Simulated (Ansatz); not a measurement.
As₆Se, relaxed as a singlet with RKS r2SCAN-D4/def2-SVP in Ansatz, starting from the GFN2-xTB geometry. Force threshold 0.02 eV/Å.

The structure comes from a short search, and lower isomers may exist.

Start:

```xyz
7

As    0.828   -0.967   -1.626
As   -1.621   -0.497   -1.175
As    1.408    1.286   -0.789
As   -1.753    0.003    1.202
As   -1.042    1.752   -0.332
As    1.941   -0.693    0.521
Se    0.239   -0.884    2.199
```

**Question.** Estimate the energy that the relaxation releases and the steps that it takes.

**Answer.** 1.2 kcal/mol, in 5 steps; 44 s on 4 threads of Arm Neoverse V1 on a shared host. No frequencies were taken in this run, so the end may be a saddle point.

**Question.** Does the start keep its bonding and symmetry?

**Answer.** By distances, no bond broke or formed. The bond that changes most is As6–Se7, from 2.40 to 2.35 Å (atoms count from 1). Point group C2v at the start, C2v at the end, both within 0.05 Å.

**Question.** Predict the relaxed structure.

**Answer.** 
```xyz
7

As    0.8056   -0.9758   -1.6301
As   -1.6083   -0.5187   -1.1843
As    1.3951    1.3064   -0.7780
As   -1.7084   -0.0065    1.1991
As   -1.0188    1.7635   -0.3321
As    1.8967   -0.6890    0.5333
Se    0.2382   -0.8800    2.1921
```
Bond lengths: 8 × As–As 2.44 to 2.51 Å; 2 × As–Se 2.35 Å.
